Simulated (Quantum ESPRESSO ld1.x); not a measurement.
Results of a calculation; reference values are marked as such.
Species: Ru10+. Configuration: [Ar] 3d10 4s2 4p4. Code: ld1.x of Quantum ESPRESSO 7.5. Model: scalar-relativistic Kohn-Sham, PW91, spin-unpolarised, spherical densities, point nucleus.

Normalised radial functions P(r) = r R(r), r in bohr:

```
   r/bohr * 4s (the largest magnitude, 1.15, reaches the edge; | marks zero)
 0.001497                             |*
 0.001965                             | *
 0.002579                             | *
 0.003386                             |  *
 0.004444                             |   *
 0.005833                             |   *
 0.007657                             |    *
  0.00997                             |     *
  0.01309                             |     *
  0.01718                             |     *
  0.02255                             |     *
  0.02959                             |   *
  0.03884                             |*
  0.05099                          *  |
  0.06692                      *      |
  0.08784                   *         |
   0.1153                   *         |
   0.1513                         *   |
   0.1987                             |     *
   0.2608                             |              *
   0.3423                             |              *
   0.4492                             |   *
   0.5897               *             |
   0.7678  *                          |
    1.008  *                          |
    1.323            *                |
    1.736                       *     |
    2.279                            *|
    2.992                             *
    3.927                             *
    5.154                             *
```

4s: eigenvalue -246.47 eV, 3 radial nodes at r = 0.0422, 0.169, 0.476 bohr, <r> = 0.939 bohr, 90 % of the charge inside 1.34 bohr.
